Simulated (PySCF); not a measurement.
Compound: Si(vinyl)2Cl2, C4H6Cl2Si.
SMILES: `C=C[Si](Cl)(Cl)C=C`

Level of theory: TDDFT PBE0/def2-SVPD, vertical, gas phase, core orbitals frozen in the response (PySCF 2.14.0, density-fitted response routines). One conformer (not necessarily the lowest) at the PBE0-D3(BJ)/def2-SVP geometry, without solvent, vibrations or thermal averaging.

Computed states:

```
state  E (eV)       f
   S1    6.00   0.019
   S2    6.21   0.239
   S3    6.34   0.030
   S4    6.74   0.013
   S5    6.94  0.0073
   S6    6.96  0.0001
   S7    7.19  0.0015
   S8    7.22  0.0022
   S9    7.40   0.228
  S10    7.43   0.151
```

Each state is given a Gaussian of 0.5 eV full width at half maximum, with ε(max) = 2.175×10⁸ f / Δν̃ (Δν̃ the width in cm⁻¹). The width is an assumption, not a result. The curve ends short of the highest state used, and states not computed would add to its high-energy end.

**Question.** What does the envelope look like, and where are its maxima?

**Answer.** 
E (eV), ε (L mol⁻¹ cm⁻¹) and a bar:
```
     5.25          2 
     5.29          5 
     5.33          9 
     5.36         15 
     5.40         28 
     5.44         50 
     5.47         76 
     5.51        130 
     5.55        215 
     5.58        309 #
     5.62        490 #
     5.66        755 ##
     5.69       1026 ##
     5.73       1507 ###
     5.77       2152 ####
     5.80       2761 ######
     5.84       3751 ########
     5.88       4948 ##########
     5.91       5973 ############
     5.95       7476 ###############
     5.99       9074 ##################
     6.02      10279 #####################
     6.06      11809 ########################
     6.10      13141 ##########################
     6.13      13940 ############################
     6.17      14663 #############################
     6.21      14931 ##############################
     6.24      14818 ##############################
     6.28      14260 #############################
     6.32      13292 ###########################
     6.35      12352 #########################
     6.39      10906 ######################
     6.43       9352 ###################
     6.46       8187 ################
     6.50       6714 #############
     6.54       5399 ###########
     6.57       4546 #########
     6.61       3602 #######
     6.65       2877 ######
     6.68       2467 #####
     6.72       2081 ####
     6.76       1857 ####
     6.79       1787 ####
     6.83       1821 ####
```

Maxima: 200 nm (6.21 eV), ε about 15000, made up of S2 (86%) (ε in L mol⁻¹ cm⁻¹; maxima over ε = 5, shares over 10%). At its high-energy end, 6.83 eV, the curve is still rising (ε about 1800, from S4, S5 and S9).

**Question.** Coming from long wavelengths, where does ε first pass 100 L mol⁻¹ cm⁻¹?

**Answer.** At about 226 nm (5.49 eV), 0.51 eV below S1.

**Question.** On this curve, what absorbance would a 10⁻⁵ mol/L sample give at 222 nm over a 1 cm path?

**Answer.** 222 nm is 5.585 eV, where ε is about 330 L mol⁻¹ cm⁻¹, so A = ε c l ≈ 0.0033 (Beer–Lambert, with the gas-phase spectrum and the assumed width).

**Question.** What would ε be at 6.21 eV, the highest of these maxima, with half the width (0.25 eV)?

**Answer.** About 27700 L mol⁻¹ cm⁻¹ against 14900, a factor of about 1.9; a lone state at its own centre would give exactly 2.

On one thread, Intel Xeon Platinum 8488C (x86_64), shared host, this took 35 s of wall time (with the writing of density and orbital grids) and 0.92 GiB of memory at its peak.
